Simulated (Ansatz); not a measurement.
Two isomers of C2H7NSi: A = `CN1C[SiH2]1`, B = `C=N[SiH2]C`.

Gas-phase electronic energies from Ansatz, PBE0-D4/def2-TZVP geometries. CCSD(T)/CBS adds triple-zeta CCSD(T) − MP2 to the extrapolated MP2 energy (def2 sets, frozen cores). Functionals use def2-TZVPP. B3LYP here is the variant with VWN-RPA as its local correlation; programs differ in this. One conformer a species, not always the lowest.

Question: Which is lower in electronic energy at CCSD(T)/CBS, and by how much? (An estimate is asked.)

Answer: Ansatz gave: B, by 30.2 kcal/mol.

Question: Give E(B) − E(A) in kcal/mol with r2SCAN-D4, ωB97M-V, B3LYP, CCSD/def2-TZVPP, B3LYP-D4, LDA (SPW92), CCSD(T)/def2-TZVPP. (Best estimate.)

Answer: Ansatz gave: r2SCAN-D4 -28.2, ωB97M-V -29.4, B3LYP -31.5, CCSD/def2-TZVPP -31.2, B3LYP-D4 -31.1, LDA (SPW92) -20.1, CCSD(T)/def2-TZVPP -30.8. None reverses the order clearly.

Question: Does the order hold for the free energy at 298.15 K (harmonic terms from PBE0-D4)? (Best estimate.)

Answer: Computed: Yes: G(B) − G(A) = -32.5 kcal/mol, for one conformer each.

Largest T1 diagnostic: 0.012.

Leaving LDA and LC-ωPBE aside and taking each functional with its dispersion term where it has one, the values, not all of them listed here, spread over 5.9 kcal/mol, from BHLYP-D4 to PBE-D4. LDA lies +6.1 kcal/mol from PBE without D4. In def2-TZVPP, CCSD(T) changes the Hartree–Fock value by +6.7 kcal/mol (the triples alone add +0.4 kcal/mol) and MP2 by +8.5 kcal/mol.
